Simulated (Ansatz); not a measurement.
Reaction (ligand exchange at a B–C bond): `BC(=C)BO` + `OCS` → `OBSCO` + `BC=C`

Program: Ansatz. Geometries: PBE0-D4/def2-TZVP. ΔE: electronic, gas phase. CBS: MP2 limit from def2 TZ/QZ plus the TZ coupled-cluster correction, frozen cores. DFT in def2-TZVPP. B3LYP here is the variant with VWN-RPA as its local correlation; programs differ in this. Each species was taken in one conformer, which may not be the lowest.

| level | ΔE (kcal/mol) | difference from CCSD(T)/CBS |
| --- | --- | --- |
| PBE-D4 | -16.9 | -1.3 |
| r2SCAN-D4 | -17.3 | -1.7 |
| PBE0-D4 | -16.3 | -0.7 |
| B3LYP-D4 | -16.2 | -0.6 |
| ωB97X-V | -15.7 | -0.1 |
| ωB97M-V | -15.5 | 0.1 |
| B2PLYP | -16.1 | -0.5 |
| PBE | -16.9 | -1.3 |
| r2SCAN | -17.3 | -1.7 |
| PBE0 | -16.3 | -0.7 |
| B3LYP | -16.1 | -0.5 |
| HF/def2-TZVPP | -14.7 | 0.9 |
| MP2/def2-TZVPP | -16.2 | -0.6 |
| SCS-MP2/def2-TZVPP | -15.7 | -0.1 |
| CCSD/def2-TZVPP | -15.2 | 0.4 |
| CCSD(T)/def2-TZVPP | -15.5 | 0.1 |
| HF/def2-QZVPP | -14.4 | 1.2 |
| MP2/def2-QZVPP | -16.2 | -0.6 |
| SCS-MP2/def2-QZVPP | -15.7 | -0.1 |
| HF/CBS(def2) | -14.4 | 1.2 |
| MP2/CBS(def2) | -16.3 | -0.7 |
| CCSD/CBS(def2) | -15.2 | 0.4 |
| CCSD(T)/CBS | -15.6 | 0 |

Largest T1 diagnostic among the species: 0.013.

In def2-TZVPP, CCSD(T) changes the Hartree–Fock value by −0.9 kcal/mol (the triples alone add −0.4 kcal/mol) and MP2 by −1.6 kcal/mol.
